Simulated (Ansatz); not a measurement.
Reaction (hydrogenolysis of the Si–Br bond): `N[SiH](Br)CO` + H₂ → `N[SiH2]CO` + HBr

Program: Ansatz. Geometries: PBE0-D4/def2-TZVP. ΔE: electronic, gas phase. CBS: MP2 limit from def2 TZ/QZ plus the TZ coupled-cluster correction, frozen cores. This one scheme is used for every species. Functionals use def2-TZVPP. B3LYP here is the variant with VWN-RPA as its local correlation; programs differ in this. For Br outer-core shells are correlated without core-valence functions, which leaves a few kJ/mol of doubt a bond. Scalar relativity is left out up to krypton. One conformer a species, not always the lowest.

`N[SiH](Br)CO`:

```xyz
11

N    -1.381   -1.090    0.159
Si   -0.487    0.086   -0.680
Br   -1.127    2.213   -0.245
C     1.290    0.037   -0.070
O     1.347    0.364    1.312
H    -1.204   -1.209    1.146
H    -2.348   -1.264   -0.062
H    -0.681   -0.090   -2.137
H     1.939    0.686   -0.673
H     1.675   -0.982   -0.167
H     0.977    1.248    1.418
```

H₂:

Cartesian coordinates in Å:
```
H 0.276 -0.161 0.193
H -0.276 0.161 -0.193
```

`N[SiH2]CO`:

Cartesian coordinates in Å:
```
N 0.725 0.890 1.062
Si -0.491 -0.286 0.687
C -0.215 -0.700 -1.129
O 0.018 0.491 -1.865
H 0.489 1.653 1.677
H 1.676 0.595 1.225
H -1.792 0.397 0.905
H -0.437 -1.528 1.515
H 0.622 -1.408 -1.241
H -1.093 -1.195 -1.556
H 0.498 1.091 -1.281
```

HBr:

```xyz
2

Br    0.056   -0.251   -0.662
H    -0.056    0.251    0.662
```

```json
{"level": "PBE-D4", "ΔE (kJ/mol)": "97.2", "difference from CCSD(T)/CBS": "-1.4"}
{"level": "r2SCAN-D4", "ΔE (kJ/mol)": "101.3", "difference from CCSD(T)/CBS": "2.7"}
{"level": "PBE0-D4", "ΔE (kJ/mol)": "96.7", "difference from CCSD(T)/CBS": "-1.9"}
{"level": "B3LYP-D4", "ΔE (kJ/mol)": "95.5", "difference from CCSD(T)/CBS": "-3.1"}
{"level": "ωB97X-V", "ΔE (kJ/mol)": "93.6", "difference from CCSD(T)/CBS": "-5.0"}
{"level": "ωB97M-V", "ΔE (kJ/mol)": "96.8", "difference from CCSD(T)/CBS": "-1.8"}
{"level": "B2PLYP", "ΔE (kJ/mol)": "90.8", "difference from CCSD(T)/CBS": "-7.8"}
{"level": "PBE", "ΔE (kJ/mol)": "90.4", "difference from CCSD(T)/CBS": "-8.2"}
{"level": "r2SCAN", "ΔE (kJ/mol)": "99.7", "difference from CCSD(T)/CBS": "1.1"}
{"level": "PBE0", "ΔE (kJ/mol)": "90.5", "difference from CCSD(T)/CBS": "-8.1"}
{"level": "B3LYP", "ΔE (kJ/mol)": "84.2", "difference from CCSD(T)/CBS": "-14.4"}
{"level": "HF/def2-TZVPP", "ΔE (kJ/mol)": "81.4", "difference from CCSD(T)/CBS": "-17.2"}
{"level": "MP2/def2-TZVPP", "ΔE (kJ/mol)": "102.5", "difference from CCSD(T)/CBS": "3.9"}
{"level": "SCS-MP2/def2-TZVPP", "ΔE (kJ/mol)": "94.5", "difference from CCSD(T)/CBS": "-4.1"}
{"level": "CCSD/def2-TZVPP", "ΔE (kJ/mol)": "87.1", "difference from CCSD(T)/CBS": "-11.5"}
{"level": "CCSD(T)/def2-TZVPP", "ΔE (kJ/mol)": "90.8", "difference from CCSD(T)/CBS": "-7.8"}
{"level": "HF/def2-QZVPP", "ΔE (kJ/mol)": "80.8", "difference from CCSD(T)/CBS": "-17.8"}
{"level": "MP2/def2-QZVPP", "ΔE (kJ/mol)": "106.8", "difference from CCSD(T)/CBS": "8.2"}
{"level": "SCS-MP2/def2-QZVPP", "ΔE (kJ/mol)": "98.4", "difference from CCSD(T)/CBS": "-0.2"}
{"level": "HF/CBS(def2)", "ΔE (kJ/mol)": "80.7", "difference from CCSD(T)/CBS": "-17.9"}
{"level": "MP2/CBS(def2)", "ΔE (kJ/mol)": "110.3", "difference from CCSD(T)/CBS": "11.7"}
{"level": "CCSD/CBS(def2)", "ΔE (kJ/mol)": "94.8", "difference from CCSD(T)/CBS": "-3.8"}
{"level": "CCSD(T)/CBS", "ΔE (kJ/mol)": "98.6", "difference from CCSD(T)/CBS": "0"}
```

Largest T1 diagnostic among the species: 0.011.

In def2-TZVPP, CCSD(T) changes the Hartree–Fock value by +9.4 kJ/mol (the triples alone add +3.7 kJ/mol) and MP2 by +21.2 kJ/mol. The D4 term adds +11.3 kJ/mol with B3LYP and +6.1 kJ/mol with PBE0; it sums over pairs of atoms, weighted by their polarisabilities, and B3LYP, whose exchange is more repulsive, gets the larger term.
